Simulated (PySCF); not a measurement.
Sn(H)2(Cl)(OH) (ClH3OSn), SMILES [Cl][SnH2][OH]. Atoms are numbered in the order given.

```xyz
6

Sn    -0.0551    -0.4822     0.0262
O      1.8665    -0.4618    -0.4781
Cl    -0.7929     1.7708     0.1225
H     -0.8244    -1.2656    -1.2795
H     -0.2737    -1.1243     1.6019
H      2.4024     0.0889     0.1102
```
Charge 0, spin multiplicity 1.

Coordinates come from a B3LYP-D3(BJ)/def2-SVP optimisation. The def2 effective core potentials stand for the cores of Sn; spin–orbit coupling is left out. One conformer was computed; it need not be the lowest.

Method: PySCF 2.14.0 with TDA-CAM-B3LYP/def2-SVPD.

Vertical excitations. Gas-phase values at a fixed geometry.

**Question.** Give excitation energies, oscillator strengths and character. (The exact figures need the calculation; the answer reports its results.)

**Answer.** 
```tsv
state	energy (eV)	λ (nm)	f	main pairs
S1	6.35	195	0.047	HOMO→LUMO 86 %
S2	6.40	194	0.018	HOMO−1→LUMO 63 %, HOMO−2→LUMO 11 %, HOMO−2→LUMO+1 10 %
S3	6.54	190	0.048	HOMO−2→LUMO 59 %, HOMO−1→LUMO 21 %
S4	7.13	174	0.003	HOMO→LUMO+1 42 %, HOMO−2→LUMO 20 %, HOMO−1→LUMO+1 17 %
S5	7.30	170	0.018	HOMO→LUMO+1 36 %, HOMO−1→LUMO+1 35 %, HOMO−2→LUMO+1 11 %
S6	7.60	163	0.009	HOMO−3→LUMO 36 %, HOMO−1→LUMO+1 27 %, HOMO−2→LUMO+1 25 %
S7	7.70	161	0.034	HOMO→LUMO+2 43 %, HOMO−2→LUMO+1 22 %, HOMO−2→LUMO+2 8 %
S8	7.90	157	0.081	HOMO→LUMO+2 37 %, HOMO−3→LUMO+1 18 %, HOMO−1→LUMO+2 13 %, HOMO−3→LUMO 9 %
S9	8.04	154	0.106	HOMO−1→LUMO+2 71 %
S10	8.15	152	0.025	HOMO−2→LUMO+2 57 %, HOMO−3→LUMO+1 19 %
T1	5.63	220	0	HOMO→LUMO 81 %
T2	5.83	213	0	HOMO−1→LUMO 69 %
T3	5.95	208	0	HOMO−2→LUMO 58 %, HOMO−1→LUMO 18 %
T4	6.51	190	0	HOMO−3→LUMO 56 %, HOMO−1→LUMO+1 12 %
```
Triplets are in the Tamm–Dancoff approximation.
